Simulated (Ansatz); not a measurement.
Two shapes of doublet SF₆(+).

Shape 1:

```xyz
7

S     0.0065    0.0125    0.0081
F     0.1047    1.5571    0.0204
F    -0.0915   -1.5322   -0.0037
F     1.4120   -0.0717   -0.6347
F    -1.3989    0.0966    0.6514
F    -0.6348    0.0645   -1.3999
F     0.6473   -0.0392    1.4163
```

Shape 2:

```xyz
7

S     0.0000    0.0000    0.0000
F     1.3281   -0.1531   -0.8433
F    -1.3281    0.1531    0.8433
F     0.6323    1.2249    0.7735
F    -0.6323   -1.2249   -0.7735
F     0.5786   -0.9872    1.0904
F    -0.5786    0.9872   -1.0904
```

Basis set: def2-SVP (spherical functions). Charge 1, multiplicity 2.

Computed with Ansatz (development build ahead of 0.2.0); each method stands on the lowest determinant of its kind that the runs found.

**Question.** Which shape is lower in energy, and by how much in each method?

**Answer.**

```
             method  E(2) − E(1) (eV)
                UHF             0.054
PBE0 (unrestricted)            -0.109
```

The methods disagree on the order. Caution for UHF: the determinant breaks the point group.
